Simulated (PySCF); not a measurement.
**Pt²⁺ (platinum, charge +2) across methods**

[Xe] 4f14 5d7 6p1, one real determinant (an excited configuration). Calculation: PySCF 2.14, in aug-cc-pwCVDZ-PP with ECP60MDF; a scalar-relativistic core potential.

```json
{"method": "UHF", "E (hartree)": "-117.23269", "mean ε 5d α (eV)": "-37.754", "mean ε 5d β (eV)": "-34.905", "mean ε 6p α (eV)": "-18.903", "Σ⟨r²⟩ (bohr²)": "39.73", "⟨S²⟩": "6.004"}
{"method": "PBE0", "E (hartree)": "-117.9362", "mean ε 5d α (eV)": "-32.836", "mean ε 5d β (eV)": "-30.612", "mean ε 6p α (eV)": "-17.473", "Σ⟨r²⟩ (bohr²)": "39.29", "⟨S²⟩": "6.001"}
{"method": "CAM-B3LYP", "E (hartree)": "-117.8896", "mean ε 5d α (eV)": "-34.169", "mean ε 5d β (eV)": "-32.133", "mean ε 6p α (eV)": "-18.520", "Σ⟨r²⟩ (bohr²)": "39.35", "⟨S²⟩": "6.001"}
{"method": "M06", "E (hartree)": "-117.9228", "mean ε 5d α (eV)": "-32.687", "mean ε 5d β (eV)": "-30.792", "mean ε 6p α (eV)": "-17.024", "Σ⟨r²⟩ (bohr²)": "39.34", "⟨S²⟩": "6.001"}
{"method": "r2SCAN0", "E (hartree)": "-117.9418", "mean ε 5d α (eV)": "-33.234", "mean ε 5d β (eV)": "-30.769", "mean ε 6p α (eV)": "-17.590", "Σ⟨r²⟩ (bohr²)": "39.20", "⟨S²⟩": "6.002"}
{"method": "B3LYP", "E (hartree)": "-117.9772", "mean ε 5d α (eV)": "-32.367", "mean ε 5d β (eV)": "-30.378", "mean ε 6p α (eV)": "-17.322", "Σ⟨r²⟩ (bohr²)": "39.35", "⟨S²⟩": "6.001"}
{"method": "r2SCAN", "E (hartree)": "-117.9873", "mean ε 5d α (eV)": "-31.429", "mean ε 5d β (eV)": "-29.031", "mean ε 6p α (eV)": "-16.956", "Σ⟨r²⟩ (bohr²)": "39.16", "⟨S²⟩": "6.001"}
{"method": "LDA", "E (hartree)": "-117.7018", "mean ε 5d α (eV)": "-30.994", "mean ε 5d β (eV)": "-28.854", "mean ε 6p α (eV)": "-16.993", "Σ⟨r²⟩ (bohr²)": "39.39", "⟨S²⟩": "6.000"}
{"method": "PBE", "E (hartree)": "-117.9636", "mean ε 5d α (eV)": "-30.894", "mean ε 5d β (eV)": "-28.827", "mean ε 6p α (eV)": "-16.819", "Σ⟨r²⟩ (bohr²)": "39.30", "⟨S²⟩": "6.000"}
```

⟨L²⟩ = 13.82 against 20 for a pure G term, so this real determinant mixes terms. Energies and moments cover only the electrons outside the core potential. Spin-orbit coupling, absent here, splits the open shell strongly.
